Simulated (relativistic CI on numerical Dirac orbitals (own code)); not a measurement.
# Hyperfine structure of Ru XLII, mass number 101

Computed by Dirac-Coulomb-Breit CI, KLI orbitals optimised for each configuration, model QED, unscaled Slater integrals (own radial code, finite nucleus).

CI space (outside the closed core 1s2): 2s, 2p, 3s, 3p, 3d, 4s, 4p, 4d, 4f, 5s, 5p, 5d, 5f, 5g. Levels of other configurations are missing.

Nuclear spin I = 5/2, μ = -0.718 μN, Q = 0.46 b (tables of Stone and Pyykkö). The electronic factors are computed for point nuclear moments, without core polarisation or the Bohr-Weisskopf and QED corrections.

| Level | E (eV) | A (GHz) | B (GHz) |
| --- | --- | --- | --- |
| 2s ²S1/2 | 0.00 | -902.2 |  |
| 2p ²P°1/2 | 91.49 | -288.3 |  |
| 2p ²P°3/2 | 245.25 | -48.16 | 146 |
| 3s ²S1/2 | 3543.44 | -266.8 |  |
| 3p ²P°1/2 | 3568.78 | -87.13 |  |
| 3p ²P°3/2 | 3614.39 | -14.58 | 44.6 |
| 3d ²D3/2 | 3623.11 | -8.369 | 8.58 |
| 3d ²D5/2 | 3637.28 | -3.49 | 11.6 |

Levels with J = 0, under 50 % of one LS term, or S terms without an open s electron are left out. Small factors come from cancelling terms and can be off by tens of per cent or more.

At this charge energies of transitions that change n are usually good to better than 1 %, and those within a shell (Δn = 0) to a few per cent.

**Question.** Give the hyperfine levels of 2s ²S1/2 relative to its centre of gravity.

**Answer.** With K = F(F + 1) − I(I + 1) − J(J + 1), E = AK/2: F = 2: 1579, F = 3: -1128 GHz.
